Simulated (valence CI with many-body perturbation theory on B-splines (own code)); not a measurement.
# Ru XXXIX in brief

Method: relativistic CI+MBPT: four valence electrons over a frozen Dirac-Fock core [He], a basis of 11 s, 11 p, 10 d, 8 f, 5 g, 2 h functions for each j, with the one-electron correlation potential Σ1, the two-electron term Σ2, the three-electron term Σ3, Breit, model QED; selected CI, second order for the rest, scaled by the run's own slope (own B-spline code, finite nucleus).

No measured spectrum was set against this ion. As an estimate, large intervals hold to a few tenths of a per cent, small ones and those within an open d or f shell to about a per cent. Among the levels kept, up to 900 cm⁻¹ of a level comes from second order outside the variational space, and about a tenth of that is noise between levels of different J, which matters for small intervals.

Levels are named by their leading jj configuration (3d3/2^4 stands for four electrons in 3d with j = 3/2), which in mixed levels can hold well under half, so a name can repeat and another be missing.

Rates and lifetimes use the calculated energies. Strong lines usually hold to 10 to 20 %, long lifetimes can be off by a factor of two.

Q: What is the ground level?

A: (2s^2 2p1/2^2) J=0, composition 74 % 2s²2p² ³P + 26 % 2s²2p² ¹S.

Q: What is the ionisation energy?

A: 5656.5 eV; NIST lists 5647 ± 6 eV (semi-empirical).

Q: Among levels below 3875.0 eV, which E1 lines absorb most strongly from the ground level?

A: to (2s^2 2p1/2 3d3/2) J=1 at 0.3736 nm, f = 1.43; to (2s 2p1/2^2 3p3/2) J=1 at 0.3654 nm, f = 0.401; to (2s 2p1/2^2 2p3/2) J=1 at 3.934 nm, f = 0.134.

Q: Where does the other parity begin?

A: At (2s 2p1/2^2 2p3/2) J=2, 265.0 eV.

Q: Name the longest-lived excited levels whose lifetime is computed, and their main decay.

A: (2s^2 2p1/2 2p3/2) J=2 at 141.9 eV lives 65.5 μs, mostly by E2 to (2s^2 2p1/2^2) J=0; (2s^2 2p1/2 2p3/2) J=1 at 128.9 eV lives 67.4 ns, mostly by M1 to (2s^2 2p1/2^2) J=0; (2s^2 2p3/2^2) J=2 at 280.0 eV lives 35.8 ns, mostly by M1 to (2s^2 2p1/2 2p3/2) J=1.

Q: How well does LS coupling describe the low levels?

A: Among the lowest 20 levels the leading LS term, summed over configurations, holds 65 % on average. For single configurations the figures are 65 % in LS and 97 % in jj coupling. Terms mix most in the J = 1 level at 453.3 eV, where the leading one holds 36 %.
